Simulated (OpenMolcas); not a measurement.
**Eu3+: moving the ligands**

Eu3+ with its 6 nearest bromide ions at 2.825 Å, on the Y site of Cs2NaYBr6 (a = 11.3047 Å, distance in the model lattice 2.765 Å). The rest of the host is ab initio model potentials to 7.6 Å, with orthogonalisation functions on the cations behind the ligands, and point charges beyond; the distance is set by hand and nothing relaxes. Ligand basis ANO-RCC-VDZP.
```
Eu    0.0000    0.0000    0.0000
Br    2.8250    0.0000    0.0000
Br    0.0000    2.8250    0.0000
Br   -2.8250    0.0000    0.0000
Br    0.0000   -2.8250    0.0000
Br    0.0000    0.0000    2.8250
Br    0.0000    0.0000   -2.8250
```

```yaml
Program: OpenMolcas
Method: CASSCF
Basis: ANO-RCC-VDZP [7s6p4d2f1g]
Scalar_Hamiltonian: DKH2, point nucleus
Active_space: 6 electrons in 7 orbitals (4f)
State_averaging: 2S+1 = 7 even, 7 roots; 2S+1 = 5 even, 77 roots kept (CI in the orbitals of an earlier block); 2S+1 = 3 even, 3 roots kept (CI in the orbitals of an earlier block)
Spin-orbit_coupling: state interaction with AMFI integrals over the reference wave functions
```

Runs around this geometry, states (labels of O, the rotations of Oh). Energies in cm-1 above the lowest state or level, χT in cm3 K/mol; under a threefold ground state the first gap can be a small split of the lowest multiplet, not the spin-orbit step.

```tsv
R (Å)	Ground state	First state of that spin	First gap with spin-orbit (degeneracies)	χT at 300 K
2.765	7T1	7A2 230.8	367.5 (1, 3)	1.319
2.825	7T1	7A2 186.9	368.4 (1, 3)	1.315
2.857	7T1	7A2 166.2	368.8 (1, 3)	1.313
```

High states are left out of the spin-orbit mixing, which shifts the levels that they would mix with. Without dynamic correlation the ligand-field splitting of an f shell can come out too small, at times by half. No measured value stands beside these numbers; the geometry was set by hand and not optimised.
